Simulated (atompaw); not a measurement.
An all-electron radial function and its pseudo partner (Tl (Z = 81))

Columns: radius, all-electron u(r) and pseudo u(r) of the 6p shell (level -2.99 eV) of thallium in the configuration [Xe] 4f14 5d10 6s1.5 6p1.5; LDA (PW92), scalar-relativistic, PAW (atompaw) scheme, atompaw 4.2.0.5.

| r (bohr) | all-electron | pseudo |
| --- | --- | --- |
| 0.123 | -0.1016 | 0.0039 |
| 0.246 | 0.0840 | 0.0153 |
| 0.369 | 0.1324 | 0.0340 |
| 0.492 | -0.0124 | 0.0593 |
| 0.615 | -0.1592 | 0.0904 |
| 0.738 | -0.2317 | 0.1263 |
| 0.862 | -0.2288 | 0.1661 |
| 0.985 | -0.1738 | 0.2081 |
| 1.108 | -0.0903 | 0.2514 |
| 1.231 | 0.0042 | 0.2947 |
| 1.354 | 0.0988 | 0.3369 |
| 1.477 | 0.1871 | 0.3771 |
| 1.600 | 0.2660 | 0.4144 |
| 1.723 | 0.3345 | 0.4482 |
| 1.846 | 0.3922 | 0.4779 |
| 1.969 | 0.4398 | 0.5033 |
| 2.092 | 0.4783 | 0.5243 |
| 2.215 | 0.5084 | 0.5409 |
| 2.338 | 0.5313 | 0.5534 |
| 2.462 | 0.5478 | 0.5622 |
| 2.585 | 0.5588 | 0.5674 |
| 2.708 | 0.5649 | 0.5697 |
| 2.831 | 0.5671 | 0.5693 |
| 2.954 | 0.5659 | 0.5666 |
| 3.077 | 0.5617 | 0.5618 |
| 3.200 | 0.5552 | 0.5552 |

**Question.** How many radial nodes do the two functions have?

**Answer.** The all-electron 6p function has n − l − 1 = 4 (the table is too coarse to show those close to the nucleus); the pseudo-wave has 0, since the states of the same l below it are removed with the core.

**Question.** Where does each function peak?

**Answer.** Outermost all-electron maximum near 2.83 bohr, pseudo maximum near 2.71 bohr (to the table’s step).

**Question.** Is the pseudo-wave norm-conserving?

**Answer.** No, it belongs to a PAW set: the norm inside the radius is not constrained, and the difference is carried by the augmentation charge.
